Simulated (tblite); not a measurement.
Species: C4H3BF2O.
Atom-mapped SMILES: `[O:1]=[CH:2][C:3]1=[C:4]([B:5]([F:6])[F:7])[CH2:8]1` (hydrogens: H9 on C2; H10, H11 on C8)

Computed with GFN2-xTB (tblite), gas phase: L-BFGS steps from a force-field or distance-geometry start until the largest atomic force falls under 0.01 eV/Å.

Step 21: E = -675.8887 eV
```
atom  x, y, z in Å  |  force x, y, z in eV/Å
O1      2.0216    1.5681   -1.1484    0.022   0.010  -0.010
C2      1.9036    0.4482   -0.7231   -0.008   0.014  -0.001
C3      0.6834   -0.0931   -0.1721    0.000  -0.030   0.010
C4     -0.5927    0.0485    0.1570   -0.014  -0.025   0.013
B5     -1.8874    0.8565    0.2587   -0.010   0.005   0.002
F6     -2.9879    0.3374    0.7641    0.001   0.008  -0.003
F7     -1.9995    2.1028   -0.1409    0.017  -0.008  -0.002
C8      0.0493   -1.2960    0.4355   -0.008  -0.002   0.003
H9      2.7449   -0.2711   -0.7221    0.003   0.017  -0.007
H10    -0.2102   -2.1378   -0.1941    0.006   0.014   0.023
H11     0.2802   -1.5609    1.4596   -0.009  -0.003  -0.026
```

Step 22: E = -675.8889 eV
```
atom  x, y, z in Å  |  force x, y, z in eV/Å
O1      2.0188    1.5692   -1.1480    0.023   0.012  -0.012
C2      1.9018    0.4492   -0.7229   -0.012   0.017  -0.001
C3      0.6819   -0.0930   -0.1716    0.010  -0.048   0.012
C4     -0.5943    0.0451    0.1584   -0.013  -0.014   0.010
B5     -1.8872    0.8567    0.2587   -0.014   0.005   0.001
F6     -2.9906    0.3430    0.7630    0.004   0.002  -0.002
F7     -1.9947    2.1030   -0.1424    0.022  -0.011  -0.002
C8      0.0510   -1.2980    0.4357   -0.019   0.004   0.005
H9      2.7440   -0.2693   -0.7225   -0.002   0.017  -0.006
H10    -0.2078   -2.1401   -0.1941    0.009   0.018   0.025
H11     0.2825   -1.5631    1.4598   -0.008  -0.001  -0.032
```

Step 23: E = -675.8891 eV
```
atom  x, y, z in Å  |  force x, y, z in eV/Å
O1      2.0157    1.5707   -1.1477    0.017   0.011  -0.009
C2      1.8994    0.4506   -0.7227   -0.013   0.015   0.000
C3      0.6802   -0.0934   -0.1708    0.015  -0.048   0.010
C4     -0.5963    0.0409    0.1603   -0.005   0.005   0.003
B5     -1.8870    0.8569    0.2586   -0.012   0.001   0.001
F6     -2.9939    0.3496    0.7616    0.005  -0.005   0.001
F7     -1.9886    2.1032   -0.1443    0.026  -0.011  -0.003
C8      0.0528   -1.3005    0.4360   -0.027   0.006   0.006
H9      2.7427   -0.2668   -0.7230   -0.008   0.016  -0.003
H10    -0.2048   -2.1427   -0.1937    0.008   0.013   0.018
H11     0.2851   -1.5659    1.4596   -0.005  -0.001  -0.023
```

**Question.** Estimate the geometry and energy of step 24. (The exact step hangs on the optimiser's Hessian estimate; all steps are aligned on step 23, rigid shifts and turns removed.)

**Answer.** E = -675.8892 eV, largest force 0.029 eV/Å
```
atom  x, y, z in Å  |  force x, y, z in eV/Å
O1      2.0137    1.5720   -1.1476    0.004   0.007  -0.003
C2      1.8975    0.4518   -0.7225   -0.008   0.008   0.000
C3      0.6791   -0.0944   -0.1701    0.012  -0.026   0.003
C4     -0.5978    0.0378    0.1617    0.004   0.019  -0.004
B5     -1.8869    0.8570    0.2585   -0.004  -0.005   0.000
F6     -2.9962    0.3545    0.7607    0.003  -0.010   0.003
F7     -1.9836    2.1032   -0.1457    0.025  -0.007  -0.004
C8      0.0535   -1.3022    0.4364   -0.026   0.005   0.006
H9      2.7416   -0.2646   -0.7235   -0.009   0.012  -0.001
H10    -0.2025   -2.1445   -0.1930    0.002   0.000   0.006
H11     0.2869   -1.5681    1.4591   -0.002  -0.003  -0.005
```

The energy changes by -0.0001 eV. The first-order estimate −F·Δx gives -0.0002 eV and the mean of the old and new forces, exact on a quadratic surface, -0.0001 eV. The step makes an angle of 78° with the force vector and moves no atom by more than 0.005 Å.

The cost below is that of the whole relaxation. Time: 0.29 s wall. Hardware: one thread, Arm Neoverse N1 (aarch64), shared host with 64 logical CPUs at a one-minute load of 63.
